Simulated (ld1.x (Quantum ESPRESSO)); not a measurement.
## What one change does to a pseudopotential (Tl, TM)

```json
{
  "Element": "Tl",
  "Generator": "ld1.x (Quantum ESPRESSO) 7.5",
  "Type": "norm-conserving Troullier–Martins (Kleinman–Bylander form)",
  "Functional": "LDA (PZ)",
  "Relativity": "fully relativistic",
  "Frozen core": "[Xe] 4f14",
  "Valence charge": "13",
  "Reference configuration": "5d10 6s1 6p0 (charge +2)",
  "Partial waves": "6p (bound, empty): rc 2.15 bohr; 5d (bound): rc 2.10 bohr; 6s (bound): rc 2.10 bohr",
  "Local potential": "the s channel",
  "Core correction": "Bessel-smoothed model core, default radius (core density twice the valence density)"
}
```

Open shells are filled in proportion to 2j + 1 (rel_dist='average').

Change: all radii but the core radius scaled by about 0.82 (s 1.72, p 1.76, d 1.72 bohr).

Cutoffs: the cutoffs (Ry, on a coarse ladder) from which the occupation-weighted sum of valence levels, in a spherical-Bessel basis at the reference potential, stays within 10 and 1 mRy of its value at 400 Ry; they do not see the model core or the augmentation charge, which bear on the density cutoff. Errors are all-electron minus pseudo energies relative to the spin-unpolarised reference configuration.

Predict the effect on cutoff, ghosts and configuration errors.

The potential gets neither clearly harder nor softer (50 Ry and 80 Ry → 50 Ry and 90 Ry); a bound ghost appears in p, which as a rule spoils a file; of the 7 tests that both files solve, the error grows in 2 and shrinks in 5 by more than 15 % and 0.3 meV (median size 6.5 → 1.9 meV).

```csv
quantity,base,changed
"cutoff, loose",50 Ry,50 Ry
"cutoff, tight",80 Ry,90 Ry
loose cutoff by channel (10 mRy a level),"d 40 Ry, s 18 Ry","d 45 Ry, s 25 Ry"
bound ghosts,none,"p1/2, p3/2"
"error for 5d10 6s2 6p1, meV [ΔE -26.72 eV]",-6.5,+1.5
"error for 5d10 6s2 6p0, meV [ΔE -21.20 eV]",-7.0,-2.9
"error for 5d10 6s0 6p0, meV [ΔE 30.60 eV]",-13,-9.3
"error for 5d10 6s0 6p3, meV [ΔE -11.59 eV]",-2.5,-7.0
"error for 5d10 6s1 6p1, meV [ΔE -12.96 eV]",-1.4,-0.3
"error for 5d10 6s1 6p2, meV [ΔE -19.36 eV]",-0.5,+1.9
"error for 5d10 6s2 6p0.5, meV [ΔE -24.70 eV]",-7.3,-0.8
```

Changed file: The cutoffs count occupied waves only; the empty 6p level needs 80 Ry at the loose tolerance. A true bound ghost makes a file unfit for plane-wave use even where its test errors are small: the radial tests pick states by their node count and pass the ghost by.
